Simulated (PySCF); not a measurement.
aminoborane (BH4N), SMILES BN. Coordinates come from a PBE-D3(BJ)/def2-TZVP optimisation.

**Question.** Give the equilibrium geometry at PBE-D3(BJ)/def2-TZVP (PySCF confirms it by a frequency run) as bond lengths and angles, and its point group. (An estimate is asked for; the answer gives what the named calculation found.)

**Answer.** point group C2v.
Atoms: B1 N2 H3 H4 H5 H6. Bonded distances (Å): B1–N2 1.393, B1–H3 1.203, B1–H4 1.203, N2–H5 1.015, N2–H6 1.015. Bond angles (°): N2–B1–H3 118.8, N2–B1–H4 118.8, H3–B1–H4 122.3, B1–N2–H5 123.4, B1–N2–H6 123.4, H5–N2–H6 113.3.
Charge 0, spin multiplicity 1.
